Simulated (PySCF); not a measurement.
Worked example: entropy of an ideal gas

Cl3Si, SMILES Cl[Si](Cl)Cl, multiplicity 2.

The structure is a stationary point at PBE-D3(BJ)/def2-SVP. The isomer is the one that the SMILES or the coordinates give; other isomers of the formula were not compared.

PBE-D3(BJ)/def2-SVP in PySCF gives the harmonic wavenumbers 153, 153, 222, 454, 570, 570 cm⁻¹ and the rotational temperatures 0.1130, 0.1130, 0.0596 K. The molar mass is 134.44 g/mol, the symmetry number 3, the spin multiplicity 2.

Q: Work out the entropy at 298.15 K and 1 atm in the rigid-rotor, harmonic-oscillator model.

A: 
Translation (Sackur–Tetrode at 1 atm): S = R[1.5 ln M + 2.5 ln T − 1.16487] = 169.9 J/(mol K).
Rotation: q = (√π/σ) T^1.5/√(θA θB θC) = 110000, S = R[ln q + 3/2] = 109.0 J/(mol K).
Vibration: with u = 1.4388 ν/T, each mode gives R[u/(e^u − 1) − ln(1 − e^−u)]:
```tsv
ν (cm⁻¹)	modes	u	S (J/(mol K))
153	2	0.74	22.05
222	1	1.07	8.13
454	1	2.19	3.28
570	2	2.75	4.22
```
These are all the modes. Sum 37.7 J/(mol K).
Spin: R ln 2 = 5.8 J/(mol K).
Total 322.3 J/(mol K); the program's own thermochemistry gives 322.3. Translation makes up 53 % and vibration 12 %. Anharmonicity, hindered rotation and orbital degeneracy are left out.
